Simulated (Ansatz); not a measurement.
Ge$_{6}$H$_{12}$ (`[GeH2]1[GeH2][GeH2][GeH2][GeH2][GeH2]1`). Charge 0, multiplicity 1. Geometry: relaxed with PBE0-D4/def2-TZVP.

```xyz
18

Ge   -0.444   -1.864   -1.138
Ge    0.711   -2.074    0.991
Ge    1.040    0.128    1.967
Ge   -0.848    1.534    1.376
Ge   -0.710    2.075   -0.990
Ge    0.252    0.202   -2.205
H    -1.961   -1.796   -0.879
H    -0.168   -3.086   -2.034
H     2.073   -2.760    0.776
H    -0.118   -2.948    1.952
H     1.220    0.030    3.493
H     2.319    0.751    1.376
H    -2.147    0.745    1.633
H    -0.893    2.815    2.230
H    -2.116    2.382   -1.540
H     0.164    3.329   -1.184
H     1.788    0.297   -2.135
H    -0.160    0.241   -3.689
```

Problem. What is the dipole moment at r2SCAN/def2-TZVPP? (Best estimate.)

Solution. The calculation gave: 0.00 D, zero by symmetry or nearly so.

Problem. Give the Mulliken charges with r2SCAN, PBE, B3LYP in def2-TZVPP. (Estimate.)

Solution. Ansatz gave: 
| atom | r2SCAN | PBE | B3LYP |
| --- | --- | --- | --- |
| Ge1 | -0.03 | -0.02 | -0.02 |
| Ge2 | 0.03 | 0.04 | 0.03 |
| Ge3 | -0.03 | -0.02 | -0.02 |
| Ge4 | -0.03 | -0.02 | -0.02 |
| Ge5 | 0.03 | 0.04 | 0.03 |
| Ge6 | -0.03 | -0.02 | -0.02 |
| H7 | 0.01 | 0.00 | 0.01 |
| H8 | 0.00 | 0.00 | 0.00 |
| H9 | 0.00 | 0.00 | 0.00 |
| H10 | 0.00 | 0.00 | 0.00 |
| H11 | 0.00 | 0.00 | 0.00 |
| H12 | 0.01 | 0.00 | 0.01 |
| H13 | 0.01 | 0.00 | 0.01 |
| H14 | 0.00 | 0.00 | 0.00 |
| H15 | 0.00 | 0.00 | 0.00 |
| H16 | 0.00 | 0.00 | 0.00 |
| H17 | 0.01 | 0.00 | 0.01 |
| H18 | 0.00 | 0.00 | 0.00 |

B3LYP here is the variant with VWN-RPA as its local correlation; programs differ in this.
